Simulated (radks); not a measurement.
Task: Species: Yb XXII. Configuration: [Kr] 4d10 4f3. Calculated with a radial shooting solver on a logarithmic mesh with Libxc functionals: Dirac Kohn-Sham, LB94 model potential, spin-unpolarised, spherical densities, finite nucleus; open shells fill j = l - 1/2 first; Fermi nuclear charge, rms radius 5.3108 fm. Some entries of the table are withheld. Estimate them.

orbital,occ.,eigenvalue (eV),<1/r> (bohr^-1),<r^2> (bohr^2)
1s1/2,2,-61982.45,80.69,0.0005286
2s1/2,2,-11023.77,19.48,0.008127
2p1/2,2,-10552.65,19.49,(1)
2p3/2,4,-9497.272,16.72,(2)
3s1/2,2,-2975.883,7.143,0.05324
3p1/2,2,-2765.724,7.069,0.04907
3p3/2,4,-2541.561,6.364,0.05566
3d3/2,4,-2181.103,6.252,0.04359
3d5/2,6,-2132.089,6.082,0.04541
4s1/2,2,-1045.563,3.104,0.2503
4p1/2,2,-959.3591,3.018,0.2555
4p3/2,4,-903.0443,2.777,0.2847
4d3/2,4,-759.4491,2.620,(3)
4d5/2,6,-748.2593,2.564,(4)
4f5/2,3,-571.0644,2.316,0.3026
4f7/2,0,-568.5331,2.298,0.3065
5s1/2,0,-518.2778,1.586,0.8922
5p1/2,0,-482.6261,1.533,0.9456
5p3/2,0,-463.7405,1.451,1.022

Result: 
(1) 2p1/2 <r^2> (bohr^2): 0.005834
(2) 2p3/2 <r^2> (bohr^2): 0.007046
(3) 4d3/2 <r^2> (bohr^2): 0.2947
(4) 4d5/2 <r^2> (bohr^2): 0.3039
